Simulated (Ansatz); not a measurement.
Relaxation of the cluster Mn₂O₄⁺ with UKS PBE-D4/def2-SVP.

```sh
$ ansatz run in.yaml --threads 4 --pin off --events-out ev --progress --plain --max-ram 4787MiB
```

```yaml
crystal:
  periodic: [false, false, false]
  atoms:
    - {symbol: Mn, position_ang: [-0.445080, 1.516930, -0.240680]}
    - {symbol: Mn, position_ang: [0.445140, -1.517000, 0.240430]}
    - {symbol: O, position_ang: [0.604870, -2.937010, 0.466320]}
    - {symbol: O, position_ang: [-0.604940, 2.937110, -0.465610]}
    - {symbol: O, position_ang: [-0.682570, -0.097570, 0.016410]}
    - {symbol: O, position_ang: [0.682580, 0.097540, -0.016880]}
basis:
  gaussian: {orbitals: def2-SVP}
total_charge: 1
magnetization: {spin_polarized: true, initial_magnetization: 1}
hamiltonian: {xc: pbe, dispersion: d4}
scf: {lower_state_search: "off"}
output: {orbitals: {seedname: orbitals}}
relax: {f_tol: 0.02, max_steps: 100}
```

Hardware: 4 threads of Arm Neoverse V2 on a shared host. Wall time 1.7 min.

Positions (Å) and forces (eV/Å) at steps 1, 2, 3, 4, 5, 6, 7, 8, 9, 10, 11, 12, 13, 14, 15, 16, 17, 18, 19, 20, 21, 22, 23, 24, 25, 27, 28, 29, 30, 31, 32, 33, 34, 35, 36, 37 of 37:

```xyz
6
step=1 energy=-70780.6670 eV
Mn   -0.445    1.517   -0.241    0.526   -0.837    0.123
Mn    0.445   -1.517    0.240   -0.681    1.243   -0.199
O     0.605   -2.937    0.466    1.329   -9.912    1.577
O    -0.605    2.937   -0.466   -1.008    8.637   -1.365
O    -0.683   -0.098    0.016   -6.102   -4.282    0.693
O     0.683    0.098   -0.017    5.935    5.150   -0.828
6
step=2 energy=-70782.7904 eV
Mn   -0.461    1.586   -0.252    0.300    0.136   -0.032
Mn    0.458   -1.586    0.251   -0.259   -0.733    0.116
O     0.641   -3.077    0.488    0.603   -4.020    0.639
O    -0.626    3.069   -0.486   -0.392    3.669   -0.577
O    -0.713   -0.108    0.018   -3.058   -2.184    0.355
O     0.702    0.116   -0.020    2.806    3.131   -0.501
6
step=3 energy=-70783.6962 eV
Mn   -0.520    1.658   -0.312   -0.144   -0.445   -0.372
Mn    0.461   -1.703    0.265   -0.639    1.696   -0.288
O     0.803   -3.186    0.531    0.599   -2.457    0.428
O    -0.490    3.200   -0.459    0.108    1.176    0.075
O    -0.849   -0.140    0.018   -0.581   -0.692    0.246
O     0.595    0.172   -0.043    0.656    0.723   -0.090
6
step=4 energy=-70783.8104 eV
Mn   -0.590    1.693   -0.422    0.319    0.969    0.015
Mn    0.448   -1.770    0.272   -0.385    0.679   -0.011
O     0.954   -3.253    0.586    0.081   -0.176   -0.015
O    -0.339    3.283   -0.373   -0.268   -1.705    0.069
O    -0.964   -0.170    0.023    0.446    0.204   -0.010
O     0.490    0.217   -0.087   -0.192    0.030   -0.048
6
step=5 energy=-70783.9799 eV
Mn   -0.552    1.633   -0.550    0.151    0.526   -0.307
Mn    0.439   -1.667    0.403    0.145   -0.776   -0.006
O     0.808   -3.237    0.506   -0.140    0.593    0.003
O    -0.475    3.173   -0.276   -0.082   -0.572    0.115
O    -0.830   -0.138    0.074   -0.201    0.000    0.238
O     0.610    0.236   -0.157    0.127    0.230   -0.042
6
step=6 energy=-70784.0357 eV
Mn   -0.521    1.610   -0.644    0.134    0.457   -0.057
Mn    0.441   -1.641    0.435    0.291   -1.058   -0.058
O     0.729   -3.234    0.479   -0.185    0.773    0.035
O    -0.558    3.114   -0.222   -0.042   -0.641   -0.041
O    -0.764   -0.106    0.128   -0.214    0.207    0.142
O     0.673    0.257   -0.176    0.016    0.262   -0.021
6
step=7 energy=-70784.1076 eV
Mn   -0.479    1.571   -0.720    0.046    0.317    0.291
Mn    0.450   -1.662    0.354    0.204   -0.576    0.042
O     0.648   -3.260    0.417   -0.178    0.576   -0.069
O    -0.655    3.061   -0.292    0.047   -0.659   -0.184
O    -0.697   -0.041    0.288   -0.016    0.153   -0.038
O     0.733    0.330   -0.047   -0.104    0.188   -0.042
6
step=8 energy=-70784.1236 eV
Mn   -0.443    1.505   -0.766   -0.008    0.256    0.749
Mn    0.481   -1.649    0.323    0.115   -0.566    0.098
O     0.528   -3.260    0.295   -0.133    0.745   -0.057
O    -0.756    2.992   -0.401    0.174   -0.747   -0.288
O    -0.615    0.012    0.453    0.221    0.154   -0.352
O     0.805    0.400    0.095   -0.369    0.158   -0.149
6
step=9 energy=-70784.2014 eV
Mn   -0.456    1.414   -0.709   -0.054    0.567   -0.370
Mn    0.564   -1.585    0.379    0.261   -0.614    0.193
O     0.402   -3.150    0.186   -0.120    0.230   -0.070
O    -0.754    2.915   -0.480   -0.076   -0.060   -0.010
O    -0.582   -0.050    0.473   -0.242   -0.250    0.282
O     0.825    0.455    0.150    0.231    0.126   -0.025
6
step=10 energy=-70784.2473 eV
Mn   -0.442    1.395   -0.713    0.147    0.003   -0.171
Mn    0.641   -1.588    0.455   -0.136   -1.361   -0.113
O     0.276   -3.112    0.097    0.226    1.249    0.191
O    -0.823    2.879   -0.530   -0.124    0.163    0.035
O    -0.521   -0.082    0.497   -0.069   -0.039    0.143
O     0.869    0.509    0.194   -0.044   -0.015   -0.086
6
step=11 energy=-70784.3092 eV
Mn   -0.421    1.352   -0.733   -0.105   -0.185    0.105
Mn    0.637   -1.595    0.575    0.286    0.781    0.529
O     0.247   -2.970   -0.038   -0.271   -0.703   -0.454
O    -0.859    2.825   -0.567    0.045    0.011    0.006
O    -0.494   -0.057    0.603   -0.166    0.028   -0.109
O     0.891    0.445    0.161    0.212    0.068   -0.078
6
step=12 energy=-70784.3673 eV
Mn   -0.458    1.297   -0.717    0.028   -0.255    0.025
Mn    0.647   -1.570    0.648   -0.059    0.277    0.106
O     0.245   -2.882   -0.117    0.006    0.056   -0.109
O    -0.823    2.792   -0.585    0.011    0.033    0.065
O    -0.517   -0.047    0.645   -0.201   -0.038    0.047
O     0.906    0.411    0.126    0.215   -0.072   -0.134
6
step=13 energy=-70784.3955 eV
Mn   -0.461    1.230   -0.723   -0.029   -0.523    0.296
Mn    0.636   -1.539    0.764   -0.508   -0.806   -1.283
O     0.233   -2.730   -0.240    0.474    1.203    1.036
O    -0.820    2.730   -0.601    0.118   -0.051    0.063
O    -0.513   -0.031    0.723   -0.625    0.159    0.065
O     0.925    0.339    0.077    0.570    0.017   -0.177
6
step=14 energy=-70784.6860 eV
Mn   -0.467    1.142   -0.699    0.463   -1.241    1.004
Mn    0.606   -1.490    0.790   -0.956    0.413   -2.245
O     0.238   -2.603   -0.321    0.561    1.331    1.562
O    -0.788    2.655   -0.626    0.136   -0.021    0.108
O    -0.570   -0.017    0.814   -1.629   -0.410    0.418
O     0.981    0.311    0.042    1.424   -0.073   -0.846
6
step=15 energy=-70785.8450 eV
Mn   -0.438    1.047   -0.620    2.145   -1.425    2.375
Mn    0.559   -1.365    0.754   -1.296    1.708   -1.776
O     0.253   -2.492   -0.332    0.414    0.984    1.197
O    -0.745    2.574   -0.619    0.057   -0.939    0.189
O    -0.748   -0.057    0.883   -0.744   -0.451   -0.533
O     1.119    0.293   -0.066   -0.577    0.123   -1.453
6
step=16 energy=-70786.9477 eV
Mn   -0.349    0.950   -0.499    0.444    0.096    1.925
Mn    0.493   -1.196    0.730   -0.418   -0.327   -1.532
O     0.269   -2.369   -0.325    0.286    0.991    1.333
O    -0.714    2.459   -0.587    0.203   -1.068   -0.089
O    -0.924   -0.109    0.908    0.749    0.412   -1.508
O     1.225    0.266   -0.228   -1.264   -0.104   -0.129
6
step=17 energy=-70787.1962 eV
Mn   -0.306    0.968   -0.398   -0.864    1.505    0.709
Mn    0.474   -1.149    0.603    0.572   -1.174    0.309
O     0.271   -2.468   -0.210    0.188    0.390    0.279
O    -0.712    2.447   -0.576    0.033   -0.449   -0.127
O    -0.960   -0.143    0.805   -0.187    0.381   -0.807
O     1.233    0.346   -0.222    0.258   -0.653   -0.363
6
step=18 energy=-70787.3930 eV
Mn   -0.307    1.052   -0.324   -0.587    1.292    0.143
Mn    0.462   -1.154    0.546    0.165   -0.911   -0.148
O     0.358   -2.587   -0.074    0.140    0.713    0.299
O    -0.698    2.532   -0.513    0.124   -0.577   -0.024
O    -1.022   -0.154    0.683   -0.027    0.004   -0.199
O     1.208    0.311   -0.317    0.185   -0.522   -0.070
6
step=19 energy=-70787.3782 eV rejected
Mn   -0.279    1.175   -0.169   -0.070   -0.512   -0.384
Mn    0.406   -1.165    0.413   -0.050   -0.143    0.176
O     0.469   -2.665    0.060   -0.008   -0.234   -0.212
O    -0.700    2.597   -0.518    0.017    0.087    0.042
O    -1.071   -0.170    0.610    0.313    0.408    0.107
O     1.175    0.227   -0.395   -0.202    0.395    0.270
6
step=20 energy=-70787.4407 eV
Mn   -0.314    1.103   -0.289    0.064   -0.343    0.237
Mn    0.443   -1.168    0.508    0.084    0.584    0.275
O     0.413   -2.608   -0.027    0.007   -0.545   -0.245
O    -0.688    2.561   -0.502   -0.098    0.369   -0.110
O    -1.034   -0.148    0.661   -0.104    0.036   -0.068
O     1.180    0.261   -0.350    0.047   -0.101   -0.088
6
step=21 energy=-70787.4524 eV
Mn   -0.297    1.115   -0.207    0.092    0.098   -0.167
Mn    0.452   -1.177    0.522   -0.074    0.062   -0.083
O     0.398   -2.596   -0.098    0.014    0.067   -0.001
O    -0.708    2.533   -0.596   -0.069    0.097   -0.022
O    -1.033   -0.135    0.698   -0.037   -0.194    0.189
O     1.187    0.260   -0.320    0.074   -0.129    0.085
6
step=22 energy=-70787.4571 eV
Mn   -0.290    1.117   -0.211    0.008   -0.026    0.090
Mn    0.445   -1.174    0.524    0.019   -0.095   -0.005
O     0.389   -2.581   -0.122   -0.003    0.078    0.021
O    -0.721    2.526   -0.617    0.008   -0.067   -0.008
O    -1.020   -0.138    0.725   -0.028    0.071   -0.053
O     1.197    0.250   -0.299   -0.005    0.039   -0.046
6
step=23 energy=-70787.4599 eV
Mn   -0.278    1.121   -0.183    0.022   -0.097    0.053
Mn    0.450   -1.179    0.531   -0.031    0.065   -0.033
O     0.371   -2.564   -0.155    0.002   -0.008   -0.005
O    -0.734    2.498   -0.655   -0.038    0.087   -0.048
O    -1.014   -0.132    0.743    0.003   -0.017    0.022
O     1.205    0.255   -0.282    0.042   -0.029    0.012
6
step=24 energy=-70787.4607 eV
Mn   -0.272    1.125   -0.168    0.047   -0.183    0.076
Mn    0.449   -1.179    0.530   -0.026    0.066   -0.028
O     0.364   -2.557   -0.169    0.000   -0.021   -0.012
O    -0.740    2.485   -0.673   -0.065    0.166   -0.078
O    -1.011   -0.130    0.752    0.001   -0.008    0.027
O     1.210    0.256   -0.271    0.043   -0.019    0.015
6
step=25 energy=-70787.4361 eV rejected
Mn   -0.229    1.153   -0.055   -0.487    1.126   -0.783
Mn    0.443   -1.188    0.524   -0.063   -0.397   -0.290
O     0.309   -2.503   -0.298    0.031    0.379    0.255
O    -0.791    2.385   -0.833    0.590   -1.330    0.823
O    -0.980   -0.113    0.841    0.030    0.089   -0.029
O     1.249    0.265   -0.178   -0.101    0.133    0.024
6
step=27 energy=-70787.4646 eV
Mn   -0.237    1.143   -0.082   -0.152    0.448   -0.221
Mn    0.441   -1.183    0.519    0.002   -0.091   -0.054
O     0.315   -2.508   -0.273    0.008    0.072    0.044
O    -0.778    2.394   -0.794    0.190   -0.472    0.243
O    -0.988   -0.119    0.819    0.002    0.023   -0.016
O     1.247    0.273   -0.189   -0.051    0.019    0.003
6
step=28 energy=-70787.4706 eV
Mn   -0.211    1.164   -0.020   -0.195    0.372   -0.216
Mn    0.436   -1.180    0.510   -0.008   -0.063   -0.038
O     0.275   -2.459   -0.344    0.003   -0.016    0.010
O    -0.799    2.295   -0.876    0.166   -0.337    0.221
O    -0.962   -0.103    0.868   -0.148   -0.004    0.083
O     1.260    0.283   -0.138    0.181    0.048   -0.060
6
step=29 energy=-70787.4493 eV rejected
Mn   -0.183    1.230    0.077   -0.018   -0.281   -0.243
Mn    0.390   -1.142    0.416    0.098    0.060    0.290
O     0.269   -2.464   -0.353   -0.071   -0.458   -0.347
O    -0.805    2.191   -0.939    0.123   -0.221    0.224
O    -0.950   -0.104    0.906   -0.117    0.431    0.061
O     1.279    0.288   -0.107   -0.015    0.468    0.014
6
step=30 energy=-70787.4769 eV
Mn   -0.200    1.180    0.013   -0.075    0.132   -0.089
Mn    0.423   -1.169    0.484    0.021   -0.085    0.021
O     0.264   -2.452   -0.364   -0.009   -0.019   -0.025
O    -0.803    2.245   -0.907    0.100   -0.209    0.133
O    -0.959   -0.096    0.893   -0.043    0.086   -0.010
O     1.275    0.293   -0.119    0.005    0.095   -0.030
6
step=31 energy=-70787.4816 eV
Mn   -0.183    1.203    0.060   -0.070    0.047   -0.161
Mn    0.411   -1.160    0.459    0.018    0.033    0.058
O     0.240   -2.430   -0.404   -0.018   -0.044   -0.060
O    -0.812    2.164   -0.957    0.149   -0.264    0.234
O    -0.947   -0.083    0.929    0.001    0.118   -0.053
O     1.290    0.307   -0.087   -0.080    0.109   -0.018
6
step=32 energy=-70787.4854 eV
Mn   -0.175    1.206    0.080   -0.107    0.102   -0.226
Mn    0.409   -1.155    0.457   -0.002    0.016    0.004
O     0.226   -2.409   -0.427   -0.010   -0.009   -0.028
O    -0.812    2.117   -0.976    0.142   -0.226    0.234
O    -0.945   -0.075    0.943    0.032    0.064   -0.011
O     1.297    0.316   -0.076   -0.054    0.053    0.027
6
step=33 energy=-70787.4854 eV rejected
Mn   -0.166    1.216    0.102    0.277   -0.400    0.472
Mn    0.403   -1.146    0.445   -0.009    0.294    0.120
O     0.193   -2.362   -0.482   -0.019   -0.093   -0.081
O    -0.812    2.014   -1.016   -0.236    0.285   -0.402
O    -0.926   -0.056    0.984   -0.079   -0.054   -0.026
O     1.308    0.334   -0.033    0.066   -0.032   -0.084
6
step=34 energy=-70787.4891 eV
Mn   -0.168    1.206    0.093   -0.005    0.010   -0.011
Mn    0.406   -1.147    0.453   -0.013   -0.030   -0.038
O     0.210   -2.385   -0.453    0.001    0.045    0.020
O    -0.811    2.066   -0.993   -0.004   -0.009   -0.009
O    -0.941   -0.066    0.961    0.005   -0.008    0.021
O     1.304    0.326   -0.060    0.015   -0.007    0.017
6
step=35 energy=-70787.4894 eV
Mn   -0.161    1.208    0.110   -0.057    0.095   -0.090
Mn    0.400   -1.137    0.442    0.002    0.084    0.038
O     0.184   -2.347   -0.494    0.000    0.016    0.005
O    -0.815    1.995   -1.029    0.091   -0.123    0.156
O    -0.928   -0.055    0.997   -0.003   -0.033   -0.062
O     1.320    0.337   -0.026   -0.033   -0.039   -0.047
6
step=36 energy=-70787.4906 eV
Mn   -0.158    1.208    0.116   -0.052    0.066   -0.082
Mn    0.399   -1.130    0.443    0.008    0.035    0.035
O     0.179   -2.332   -0.500   -0.006   -0.048   -0.032
O    -0.813    1.975   -1.032    0.048   -0.054    0.085
O    -0.929   -0.057    0.998   -0.016   -0.002    0.004
O     1.322    0.336   -0.026    0.019    0.003   -0.010
6
step=37 energy=-70787.4908 eV
Mn   -0.159    1.208    0.113    0.002    0.003    0.005
Mn    0.399   -1.131    0.445   -0.001   -0.019   -0.012
O     0.184   -2.340   -0.493    0.003    0.009    0.009
O    -0.813    1.987   -1.025   -0.001   -0.001   -0.002
O    -0.932   -0.058    0.993    0.003    0.005   -0.002
O     1.321    0.334   -0.032   -0.005    0.003    0.002
```

The charge 1 doublet is spin-contaminated (final ⟨S²⟩ up to 1.98, 0.75 for a pure state). The relaxation made no stability test and no search for a lower SCF solution. No other spin state of charge 1 was run. The structure comes from a short search, and lower isomers may exist.
